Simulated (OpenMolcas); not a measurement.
Ni2+ (d8) on a cation site of an ionic host was computed by SS-CASPT2, IPEA 0.25 Eh, imaginary shift 0.1 Eh with the d shell active (OpenMolcas, ANO-RCC-VTZP on the metal). Its lowest spin-free states, and all those of the highest spin:

```tsv
2S+1	Degeneracy	E (cm-1)
3	1	0
3	3	7590
3	3	12140
1	2	14220
1	3	20940
3	3	23830
1	1	24260
1	3	28460
1	2	33290
1	3	33560
1	1	58750
```

**Question.** Is the site octahedral, tetrahedral or cube-like, axial, or of lower symmetry?

**Answer.** The states with 2S+1 = 3 have orbital degeneracies 1, 3, 3, 3. Threefold states need a cubic site. For d8 at this spin an octahedron puts the single A2 below the threefold T2 and a tetrahedron or cube puts the threefold T1 below the threefold T2, so the site is octahedral. The first gap at this spin, 7590 cm-1, is |10Dq| in ligand-field theory. The run had Ni2+ with its 6 nearest fluoride ions at 2.053 Å, on the Cd site of idealised cubic KCdF3 (a = 4.302 Å, distance in the model lattice 2.151 Å). The rest of the host is ab initio model potentials to 7.6 Å, with orthogonalisation functions on the cations behind the ligands, and point charges beyond; the distance is set by hand and nothing relaxes. Ligand basis ANO-RCC-VDZP.

Roots that are degenerate in the reference are averaged as groups; the widest CASPT2 spread within a group is 45 cm-1 (the 3-fold group of multiplicity 3 near 7590 cm-1 above the lowest state of its run). Shifts and gaps below about the spread of the groups concerned are not significant. Over all roots computed the reference weight is 0.72 to 0.73; a low but even weight reflects the number of correlated electrons. A single d shell leaves out the double-shell effect, which counts most for late 3d ions, where the CASPT2 field can be off either way by tens of per cent. Ligand-to-metal charge-transfer states are missing. These CASPT2 states fit no ligand-field parameters well, so their order and spin gaps are uncertain. For late 3d ions with one d shell CASPT2 can put B and the spin-flip bands somewhat low as well as high. With one d shell and no ligand orbital active, 10Dq can be off by tens of per cent for divalent 3d ions, low with halides held by bare charges and at times high in hosts, and the orbital part of g and χT goes as 1/10Dq. Free-ion shares, where given, are those of the reference states; single-state CASPT2 does not remix them. No measured value stands beside these numbers; the geometry was set by hand and not optimised.
